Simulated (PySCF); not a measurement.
ClF3H2OSi2, SMILES F[Si](F)(F)O[SiH2]Cl. Geometry optimised at B3LYP-D3(BJ)/def2-SVP. This is a generated structure with no PubChem entry under its InChIKey; it may be hypothetical. Other conformers were not sampled.

Computed equilibrium geometry at B3LYP-D3(BJ)/def2-SVP (PySCF confirms it by a frequency run) as bond lengths and angles (one conformer of several):
Atoms: Si1 F2 F3 F4 O5 Si6 Cl7 H8 H9. Bonded distances (Å): Si1–F2 1.596, Si1–F3 1.597, Si1–F4 1.597, Si1–O5 1.617, O5–Si6 1.663, Si6–Cl7 2.068, Si6–H8 1.478, Si6–H9 1.479. Bond angles (°): F2–Si1–F3 108.3, F2–Si1–F4 108.4, F2–Si1–O5 109.5, F3–Si1–F4 108.1, F3–Si1–O5 111.3, F4–Si1–O5 111.1, Si1–O5–Si6 147.3, O5–Si6–Cl7 108.6, O5–Si6–H8 108.2, O5–Si6–H9 108.7, Cl7–Si6–H8 109.2, Cl7–Si6–H9 109.0, H8–Si6–H9 113.0.
Charge 0, spin multiplicity 1.
